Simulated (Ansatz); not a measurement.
Computed with Ansatz on PBE0-D4/def2-TZVP structures; ΔE is electronic, products minus reactants. CBS: MP2 limit from def2 TZ/QZ plus the TZ coupled-cluster correction, frozen cores. This one scheme is used for every species. DFT in def2-TZVPP. B3LYP here is the variant with VWN-RPA as its local correlation; programs differ in this. For Ge outer-core shells are correlated without core-valence functions, which leaves a few kJ/mol of doubt a bond. Scalar relativity is left out up to krypton. Each species was taken in one conformer, which may not be the lowest.

Consider the substitution at a C–Ge bond: `[CH3][GeH2][BH][AlH2]` + `[OH][AlH][Cl]` → `C[O][AlH][Cl]` + `[AlH2][BH][GeH3]`.

(1) Is it downhill or uphill in electronic energy at CCSD(T)/CBS, and by how much? (Estimate.)

(2) What do these levels give: r2SCAN-D4, ωB97X-V, ωB97M-V, B2PLYP, r2SCAN, B3LYP, SCS-MP2/def2-TZVPP, CCSD(T)/def2-TZVPP, SCS-MP2/def2-QZVPP, HF/CBS(def2), MP2/CBS(def2), CCSD/CBS(def2)? (An estimate is asked.)

Largest T1 diagnostic among the species: 0.013.

Results:

(1) Ansatz gave: Uphill: ΔE = +89.4 kJ/mol.

(2) Ansatz gave: r2SCAN-D4 83.4, ωB97X-V 78.6, ωB97M-V 83.2, B2PLYP 82.3, r2SCAN 83.3, B3LYP 76.1, SCS-MP2/def2-TZVPP 87.5, CCSD(T)/def2-TZVPP 87.1, SCS-MP2/def2-QZVPP 88.6, HF/CBS(def2) 68.1, MP2/CBS(def2) 97.9, CCSD/CBS(def2) 87.7 kJ/mol.

In def2-TZVPP, CCSD(T) changes the Hartree–Fock value by +17.8 kJ/mol (the triples alone add +1.7 kJ/mol) and MP2 by +26.3 kJ/mol.
